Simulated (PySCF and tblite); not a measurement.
The numbers below are computed, except where a source is named.
## Dynamics report: rotation

System: C7H6O2, numbered as in [O:1]=[CH:2][c:3]1[cH:4][cH:5][cH:6][cH:7][c:8]1[OH:9].

Motion: rotation about the C3–C2 bond (torsion C4–C3–C2–O1 from -180° to 0°, rising). Geometries: GFN2-xTB; energies: revPBE/pcSseg-1 + D3(BJ), IEF-PCM cyclohexane; zero-point and thermal terms from GFN2-xTB harmonic modes (soft modes blended into free rotors). Rates follow Eyring's equation with the number of equivalent paths and no tunnelling. (PySCF 2.14 with density fitting, tblite 0.8.)

```csv
point,symmetry,E(GFN2) kcal/mol,E(DFT) kcal/mol,ZPE change kcal/mol,lowest mode cm⁻¹,dipole D
start,Cs,0.0,0.0,0.00,128,3.04
saddle,C1,12.9,19.0,-0.80,169i,1.79
end,Cs,7.2,9.2,-0.45,94,2.46
```

- Electronic barrier: 19.0 kcal/mol
- Barrier with zero-point energy: 18.2 kcal/mol
- ΔH‡ (298 K): 18.2 kcal/mol
- ΔS‡ (298 K, symmetry apart): 0.3 cal/(mol K)
- Paths: 2 equivalent paths
- End point: a different minimum
- Mean lifetime of the start against this motion at 298 K: 1.6 s
- Cost: 54 s on 1 thread of Intel Xeon 6975P-C (shared host) (rough), peak memory 0.76 GiB, launched as `OMP_NUM_THREADS=1 python ens_run.py task.json out`

```
T/K  ΔG‡ kcal/mol     k s⁻¹  ΔG kcal/mol  k back s⁻¹
200          18.2  1.1×10⁻⁷          8.5         229
250          18.2    0.0014          8.4     3.2×10⁴
298          18.1      0.62          8.3     7.7×10⁵
350          18.1        69          8.2     9.2×10⁶
400          18.1      2070          8.1     5.5×10⁷
```

ΔG and ΔG‡ leave out symmetry numbers and mirror images; rates count paths: 2 out, 2 back.
